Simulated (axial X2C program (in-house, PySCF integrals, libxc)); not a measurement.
## Curves of BrIrBr⁺ from open-shell CI on d6 s0 p(π)0

Computed with an axial X2C code built on PySCF integrals: two-component X2C with atomic mean-field Coulomb and Gaunt terms, basis Br dyall-v3z, Ir dyall-v3z (cores contracted in-house). Orbitals come from Hartree–Fock averaged over the configuration Ir d6 s0 p(π)0; CI then distributes these electrons over the d, s, p(π) shells of Ir.

Scan along the symmetric stretch (R is each bond); masses Br 78.918 u, Ir 192.963 u, Br 78.918 u. Energies in cm⁻¹ from the lowest point; levels are followed by energy order within each Ω. Lowest level at 2.335 Å: 100% d6.

| R (Å) | (1)Ω=4 | (1)Ω=3 | (1)Ω=2 | (1)Ω=1 | (1)Ω=0 | (2)Ω=0 | (3)Ω=0 | (2)Ω=1 | (2)Ω=3 |
| --- | --- | --- | --- | --- | --- | --- | --- | --- | --- |
| 2.172 | 4940 | 5380 | 6858 | 8589 | 8505 | 10497 | 11606 | 12588 | 12851 |
| 2.253 | 953 | 1457 | 2973 | 4700 | 4749 | 6662 | 7812 | 8736 | 9284 |
| 2.335 | 0 | 546 | 2054 | 3775 | 3925 | 5793 | 6932 | 7773 | 8496 |
| 2.428 | 1626 | 2204 | 3679 | 5396 | 5764 | 7486 | 8497 | 9263 | 10134 |
| 2.522 | 5222 | 5797 | 7206 | 8913 | 9570 | 11062 | 11902 | 12636 | 13568 |
| 2.627 | 10717 | 11238 | 12538 | 14216 | 15313 | 16373 | 17111 | 17873 | 18784 |
| 2.755 | 18612 | 18970 | 20069 | 21638 | 23443 | 23543 | 24770 | 25443 | 26191 |

Problem. Fit the curves (1)Ω=4, (1)Ω=3, (1)Ω=2, (1)Ω=1, (3)Ω=0, (2)Ω=1 near their minima.

Solution. From the open-shell CI curves, Te from the lowest:

```csv
level,Te (cm⁻¹),Re (Å),ωe (cm⁻¹)
(1)Ω=4,0,2.324,273.2
(1)Ω=3,541,2.323,273.1
(1)Ω=2,2053,2.323,271.3
(1)Ω=1,3776,2.323,271.3
(3)Ω=0,6929,2.323,266.7
(2)Ω=1,7783,2.326,264.8
```

Without dynamic correlation distances can be off by several hundredths of an Å (long for ionic bonds, short for multiple bonds) and the wavenumbers are rough.

The 9 lowest curves are shown; the next is (2)Ω=2, from 8618 cm⁻¹.

Dynamic correlation is missing, so gaps between terms are too wide and other configurations may lie lower; the lowest level listed is that of this model, not necessarily the ground state. For d shells the ligand-field splittings (σ, π, δ) and their order can be off by a thousand cm⁻¹ or more. At most 4 roots were kept for each Ω > 0 (twice that for Ω = 0) within 3.2 eV of the lowest, so higher up levels can be missing between those listed; levels with Ω > 0 are doubly degenerate and listed once, Ω = 0 levels singly. The open spinors mix strongly with ligand orbitals, which this small active space describes poorly. States that fill the shells left empty in the average are placed too high. The molecule was held linear; bending was not examined.
